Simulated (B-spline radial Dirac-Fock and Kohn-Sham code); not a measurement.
Calculated with a radial atomic solver, using multi-electron Dirac-Fock with separately optimised hole states, Breit and Lamb-shift corrections added in first order. Correlation and solid-state effects are left out.

Q: An atom or ion in its tabulated ground configuration has these computed binding energies (the last is its least bound level). Which is it?

| level | binding energy (eV) |
| --- | --- |
| 1s | 7144.9 |
| 2s | 882.3 |
| 2p1/2 | 754.9 |
| 2p3/2 | 742.7 |
| 3s | 129.9 |
| 3p3/2 | 89.38 |
| 3d | 31.72 |

A: Fe²⁺: Z = 26 with 24 electrons, [Ar] 3d6. The hydrogen-like estimate √(E/Ry) = 22.9 for the K level lies 3.1 below Z; the outermost level, at 31.72 eV, fixes the charge.

Q: Identify the element and charge state from the binding energies below (tabulated ground configuration; the least bound level is included).

| level | binding energy (eV) |
| --- | --- |
| K | 22110.2 |
| L1 | 4092.4 |
| L2 | 3844.8 |
| L3 | 3726.6 |
| M1 | 1413.1 |
| M2 | 1316.1 |
| M4,5 | 1162.9 |

A: Tc²⁴⁺: Z = 43 with 19 electrons, [Ar] 3d1. The hydrogen-like estimate √(E/Ry) = 40.3 for the K level lies 2.7 below Z (screening lowers it, relativity raises it); the outermost level, at 1162.9 eV, fixes the charge.
